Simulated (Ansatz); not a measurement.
In5P4H16⁻, a cluster cut from zinc blende InP (hydrogen-capped), 25 atoms. Hardware: 2 threads of AMD EPYC 7R13 on a shared host and a share (18 GiB) of an NVIDIA H100 80GB HBM3.

In the def2 sets In takes a core potential; there is no spin–orbit coupling. Correlated methods freeze 40 core orbitals; core or outer-core shells of In are correlated, in sets that lack core-valence functions. Single mean-field runs in def2-TZVP are fitted with def2-universal-jkfit.

(1) How many basis functions does each of these Ansatz runs have, and roughly what does it cost? PBE0-D4/def2-TZVP, charge -1 singlet, energy, from earlier orbitals; PBE-D4/def2-SVP, charge -1 singlet, energy, from earlier orbitals; PBE-D4/def2-TZVP, charge 0 doublet at the geometry of the charge -1 singlet, energy, from earlier orbitals; PBE-D4/def2-TZVP, charge -1 singlet, energy and forces, from earlier orbitals; PBE0-D4/def2-TZVP, charge -1 triplet at the geometry of the charge -1 singlet, energy; CCSD(T)/def2-SVP, charge -1 singlet, energy, from earlier orbitals; HF/STO-3G, charge -1 singlet, energy; PBE-D4/def2-SVP, charge -1 singlet, relaxation, 10 steps; B3LYP-D4/def2-TZVP, charge 0 doublet at the geometry of the charge -1 singlet, energy, from earlier orbitals; PBE0-D4/def2-TZVP, charge 0 doublet at the geometry of the charge -1 singlet, energy; r2SCAN-D4/def2-TZVP, charge -1 singlet, energy and forces, from earlier orbitals; B3LYP-D4/def2-TZVP, charge -1 singlet, energy, from earlier orbitals.

Results:

(1) Other jobs shared the machine, so times can vary by a factor of up to 3. A dash marks memory too small to be measured apart from the calling script's.

```tsv
run	functions	fitting or Cholesky vectors	wall time	peak host memory (GiB)
HF/STO-3G, charge -1 singlet, energy	187	2473	7 s	–
PBE-D4/def2-SVP, charge -1 singlet, energy, from earlier orbitals	282	3336	8.5 s	0.96
PBE0-D4/def2-TZVP, charge -1 singlet, energy, from earlier orbitals	494	1890	13 s	0.98
PBE-D4/def2-TZVP, charge -1 singlet, energy and forces, from earlier orbitals	494	1890	13 s	1
B3LYP-D4/def2-TZVP, charge -1 singlet, energy, from earlier orbitals	494	1890	15 s	0.99
r2SCAN-D4/def2-TZVP, charge -1 singlet, energy and forces, from earlier orbitals	494	1890	16 s	1.1
PBE-D4/def2-TZVP, charge 0 doublet at the geometry of the charge -1 singlet, energy, from earlier orbitals	494	1890	18 s	1.1
PBE0-D4/def2-TZVP, charge -1 triplet at the geometry of the charge -1 singlet, energy	494	1890	21 s	1.2
B3LYP-D4/def2-TZVP, charge 0 doublet at the geometry of the charge -1 singlet, energy, from earlier orbitals	494	1890	24 s	1.2
CCSD(T)/def2-SVP, charge -1 singlet, energy, from earlier orbitals	282	3155	28 s	0.94
PBE-D4/def2-SVP, charge -1 singlet, relaxation, 10 steps	282	3336	38 s	0.97
PBE0-D4/def2-TZVP, charge 0 doublet at the geometry of the charge -1 singlet, energy	494	1890	39 s	1.2
```
